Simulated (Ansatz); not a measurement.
Consider the ligand exchange at a Ga–N bond: `C[N](C)[Ga]([OH])[SH]` + HBr → `[OH][Ga]([SH])[Br]` + `CNC`.

Computed with Ansatz on PBE0-D4/def2-TZVP structures; ΔE is electronic, products minus reactants. CCSD(T)/CBS is the MP2 limit (def2-TZVPP, def2-QZVPP) plus CCSD(T) − MP2 in def2-TZVPP, frozen cores. DFT in def2-TZVPP. For Br, Ga outer-core shells are correlated without core-valence functions, which leaves a few kJ/mol of doubt a bond. Scalar relativity is left out up to krypton. Each species was taken in one conformer, which may not be the lowest.

CCSD(T)/CBS gives -0.87 eV.

Q: Another level gave -0.99 eV. Which?
A. PBE0/def2-TZVPP
B. PBE/def2-TZVPP
C. HF/def2-TZVPP
D. PBE-D4/def2-TZVPP

A: B. PBE -0.99, PBE0 -1.03, PBE-D4 -0.92, HF/def2-TZVPP -1.19 eV.

Largest T1 diagnostic among the species: 0.013.

The D4 term adds +0.10 eV with B3LYP and +0.06 eV with PBE0; it sums over pairs of atoms, weighted by their polarisabilities, and B3LYP, whose exchange is more repulsive, gets the larger term. In def2-TZVPP, CCSD(T) changes the Hartree–Fock value by +0.33 eV (the triples alone add +0.03 eV) and MP2 by +0.33 eV. From PBE to PBE0 (25 % exact exchange), in def2-TZVPP and without D4, ΔE moves by −0.04 eV.

B3LYP here is the variant with VWN-RPA as its local correlation; programs differ in this.
